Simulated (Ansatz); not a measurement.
Consider the redistribution: `[NH]=[Nb]([NH2])([NH2])[F]` + `C[Si](O)(F)[SiH3]` → `[NH]=[Nb]([NH2])([F])[F]` + `C[Si](N)(O)[SiH3]`.

Gas-phase electronic energies from Ansatz, PBE0-D4/def2-TZVP geometries. CCSD(T)/CBS adds triple-zeta CCSD(T) − MP2 to the extrapolated MP2 energy (def2 sets, frozen cores). DFT in def2-TZVPP. def2 core potentials past Kr. For Nb outer-core shells are correlated without core-valence functions, which leaves a few kJ/mol of doubt a bond. Each species was taken in one conformer, which may not be the lowest.

`[NH]=[Nb]([NH2])([NH2])[F]`:

Z-matrix (Å, degrees):
```
Nb
N 1 1.974
N 1 1.974 2 112.1
N 1 1.745 2 105.3 3 -113.9
F 1 1.897 2 109.9 3 122.5
H 2 1.011 1 124.0 3 -60.2
H 2 1.008 1 125.7 3 113.1
H 3 1.011 1 124.0 2 60.2
H 3 1.008 1 125.8 2 -113.1
H 4 1.009 1 167.4 2 -120.7
```

`C[Si](O)(F)[SiH3]`:

Cartesian coordinates in Å:
```
C -1.359 1.050 -0.229
Si -0.049 -0.221 -0.568
O 1.095 0.331 -1.605
F -0.802 -1.475 -1.237
Si 1.115 -0.975 1.319
H -2.116 0.654 0.452
H -1.864 1.343 -1.154
H -0.925 1.945 0.223
H 0.816 0.753 -2.420
H 0.161 -1.569 2.296
H 1.806 0.166 1.978
H 2.123 -2.002 0.946
```

`[NH]=[Nb]([NH2])([F])[F]`:

```xyz
8

N    -0.107   -0.587    1.560
Nb    0.645   -0.062    0.083
N    -0.879    0.434   -1.035
F     1.758    1.425    0.391
F     1.624   -1.463   -0.705
H    -0.415   -0.915    2.463
H    -1.853    0.382   -0.780
H    -0.774    0.786   -1.977
```

`C[Si](N)(O)[SiH3]`:

Z-matrix (Å, degrees):
```
C
Si 1 1.866
H 1 1.094 2 110.9
H 1 1.093 2 111.3 3 120.5
H 1 1.092 2 110.5 3 -119.7
N 2 1.721 1 106.0 3 -54.7
O 2 1.653 1 112.7 3 65.2
Si 2 2.347 1 112.1 3 -179.1
H 6 1.007 2 121.6 1 -169.6
H 6 1.007 2 120.3 1 -21.1
H 7 0.960 2 115.7 1 -73.4
H 8 1.492 2 109.8 1 53.4
H 8 1.491 2 110.6 1 171.8
H 8 1.489 2 112.9 1 -66.8
```

| level | ΔE (eV) |
| --- | --- |
| PBE0-D4 | -0.02 |
| ωB97X-V | -0.03 |
| ωB97M-V | -0.01 |
| PBE0 | -0.02 |
| HF/def2-TZVPP | 0.07 |
| CCSD/def2-TZVPP | 0.07 |
| MP2/def2-QZVPP | 0.09 |
| MP2/CBS(def2) | 0.09 |

(1) What does CCSD(T)/CBS give? (Estimate.)

Largest T1 diagnostic among the species: 0.020, so the coupled-cluster value is less sure than usual.

## Answers

(1) Ansatz gave: +0.08 eV. The listed levels differ from it by -0.10, -0.11, -0.09, -0.10, -0.01, -0.01, 0.01, 0.01 eV.
